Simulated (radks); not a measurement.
The numbers below are computed, except where a source is named.
Spin polarisation of the 6s1 shell in the mercury ion Hg+. Start: [Xe] 4f14 5d10 6s(up 0.5, down 0.5); electrons of 6s are moved from spin down to spin up, other shells keep equal spins. Level of theory: scalar-relativistic Kohn-Sham, r2SCAN, spin-polarised, spherical densities, finite nucleus; meta-GGA in the generalised Kohn-Sham scheme; Fermi nuclear charge, rms radius of each element as measured or else 0.836 A^(1/3) + 0.57 fm (a radial shooting solver on a logarithmic mesh with Libxc functionals).

moment (Bohr magnetons)  E - E(0) (eV)  e(6s up) (eV)  e(6s down) (eV)  5d down minus up (eV)
0                                0.000        -14.632          -14.632                 0.000
0.25                            -0.025        -14.826          -14.432                  0.101
0.5                             -0.099        -15.018          -14.223                  0.203
0.75                            -0.224        -15.212          -14.008                  0.305
1                               -0.400        -15.405          -13.784                  0.407

At moment 1 the spin-polarisation energy is -0.400 eV and the 6s exchange splitting 1.620 eV, that is 1.620 eV per Bohr magneton; E = -I m^2/4 would give I = 1.600 eV.
